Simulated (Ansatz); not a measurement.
`C=C[CH2][Al]([Cl])[Cl]`, charge 0, multiplicity 1.

(1) Give a relaxed structure at PBE0-D4/def2-TZVP (the Gaussian-basis code of Ansatz). (Estimate.)

Results:

(1) Ansatz gave: 
```xyz
11

C    -0.121    1.310   -0.745
C     0.679    0.233   -0.642
C     1.020   -0.457    0.629
Al   -0.869   -0.923    0.611
Cl   -2.207    0.043    1.900
Cl   -1.601   -2.473   -0.589
H    -0.442    1.872    0.127
H    -0.430    1.683   -1.713
H     0.959   -0.278   -1.561
H     1.236    0.220    1.456
H     1.777   -1.228    0.527
```
This is one stationary point; other conformers may exist.
